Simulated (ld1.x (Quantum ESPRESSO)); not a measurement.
# Transferability test, TM semilocal potential for S (Z = 16)

| Property | Result |
| --- | --- |
| Element | sulfur |
| Generator | ld1.x (Quantum ESPRESSO) 7.5 |
| Type | norm-conserving Troullier–Martins (semilocal form) |
| Functional | PBEsol |
| Relativity | scalar-relativistic |
| Frozen core | [Ne] |
| Valence charge | 6 |
| Reference configuration | 3s1.75 3p4.25 |
| Partial waves | 3s (bound): rc 1.35 bohr; 3p (bound): rc 1.40 bohr |
| Local potential | the p channel |
| Core correction | none |

Energies are relative to the spin-unpolarised reference configuration 3s1.75 3p4.25; without spin polarisation the order of configurations can differ from experiment.

**Question.** Give the all-electron excitation energy and the error of the potential for: 3s2 3p4; 3s2 3p3; 3s2 3p2; 3s1 3p5; 3s2 3p4.3; 3s2 3p0; 3s0 3p6.

**Answer.**

| valence configuration | charge | ΔE all-electron (eV) | error AE − PS (meV) |
| --- | --- | --- | --- |
| 3s2 3p4 | 0 | -2.558 | +0.2 |
| 3s2 3p3 | +1 | 9.175 | +1.9 |
| 3s2 3p2 | +2 | 31.416 | +19 |
| 3s1 3p5 | 0 | 7.722 | +0.4 |
| 3s2 3p4.3 | -0.3 | -4.258 | +0.6 |
| 3s2 3p0 | +4 | 112.175 | +212 |
| 3s0 3p6 | 0 | 18.121 | +1.8 |

Levels in the configuration 3s2 3p3:

| level | all-electron (eV) | pseudo (eV) |
| --- | --- | --- |
| 3s | -27.558 | -27.549 |
| 3p | -16.756 | -16.748 |

ld1.x printed “convergence not achieved” for 6 of the counted tests; their residual had stalled under 1e-8, short of the target of 1e-14.
